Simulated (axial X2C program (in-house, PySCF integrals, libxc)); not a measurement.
**RuB: bond constants with and without spin–orbit coupling**

Computed with an in-house all-electron X2C program for linear molecules (integrals from PySCF). Spin-free means the one-electron spin-free X2C Hamiltonian; two-component (2c) means X2C with spin–orbit coupling and atomic mean-field two-electron Coulomb and Gaunt terms, so the difference of the two also holds small scalar two-electron terms. Basis: Ru dyall-cv3z [12s12p8d5f3g], B dyall-v3z [7s6p2d1f] (cores contracted in-house); Gaussian nuclei, density fitting, unrestricted open shells. Masses: Ru 101.904 u, B 11.009 u.

Input:
```json
{"zs": [44, 5], "q": 0, "bas": ["dyall-cv3z", "dyall-v3z"], "levels": ["PBE0", "HF", "PBEsol"], "cc": true, "r0": 2.1, "thr": -2.0, "nmax": 110, "npts": 10, "nst": 2, "ntry": 8}
```
```bash
python so2c.py task.json out
```

Keys: zs atomic numbers; q charge; bas basis sets; levels methods; cc coupled cluster on or off; r0 starting distance in Å; thr threshold in hartree for freezing inner shells (an s shell follows its p shell); nmax most natural virtual spinors; npts points on the curve; nst determinants followed; ntry starts of the search. HF also brings MP2.

State, spin-free: M_S = 1/2, Λ = 2 (beyond evenly filled blocks: δ+α, δ+β, δ-α); electrons by block: σα: 11, σβ: 11, π+α: 5, π+β: 5, π-α: 5, π-β: 5, δ+α: 2, δ+β: 2, δ-α: 2, δ-β: 1. Fragments: Ru + B.

State, 2c: Ω = 5/2 (⟨Sz⟩ = 0.50, ⟨Lz⟩ = 2.00 at PBE0); electrons by block: 1/2: 16, -1/2: 16, 3/2: 7, -3/2: 7, 5/2: 2, -5/2: 1. Fragments: Ru + B.

| Hamiltonian | level | Re (Å) | ωe (cm⁻¹) | ωexe (cm⁻¹) | Be (cm⁻¹) | αe (cm⁻¹) | De (eV) | μ (D) |
| --- | --- | --- | --- | --- | --- | --- | --- | --- |
| spin-free | PBE0 | 1.692 | 952.3 | 5.72 | 0.5924 | 0.00436 | 4.57 | -3.60 |
| spin-free | PBEsol | 1.704 | 947.2 | 4.52 | 0.5841 | 0.00387 | 5.78 | -3.37 |
| 2c | PBE0 | 1.692 | 951.8 | 5.73 | 0.5928 | 0.00438 | n/a | -3.61 |
| 2c | PBEsol | 1.704 | 946.8 | 4.52 | 0.5844 | 0.00389 | n/a | -3.38 |

Dipoles are positive if B is the positive end.

One determinant describes the state; a PBE0 search over occupations chose it and may have missed a lower one. De is counted from the lowest determinant-based energies of the atoms at the same level, without counterpoise correction. De is not given where an atomic determinant may have missed its ground term or J level, or where the truncated virtual space spoils (T). Density functionals use the spin component along the axis (collinear). PBE0 can misorder states that lie within some tenths of an eV, so this need not be the ground state of the molecule. The nearest other spin-free determinant of the search, M_S = 3/2, Λ = 0, lies 0.39 eV up at the distance of the search. The functionals have no current-density term, which raises determinants with orbital currents, atoms included. At some level and bond length an empty orbital lies below a filled one. The determinant is spin-polarised beyond a pure state at some levels (its spin-free form has ⟨S²⟩ too high), which makes Re and μ there less reliable.

No reliable constants came from CCSD (2c), CCSD (spin-free), CCSD(T) (2c), CCSD(T) (spin-free), HF (2c), HF (spin-free), MP2 (2c), MP2 (spin-free): no minimum in range, unconverged points, a curve that is not smooth, a change of character along it, or the two Hamiltonians disagreeing along it.

Rough cost a point (2c) on 1 thread(s) of a shared host, integrals apart: PBE0 0.8 s, PBEsol 0.4 s.

The whole task took 3.8 min on 1 thread of Arm Neoverse V2, with other jobs on the host.
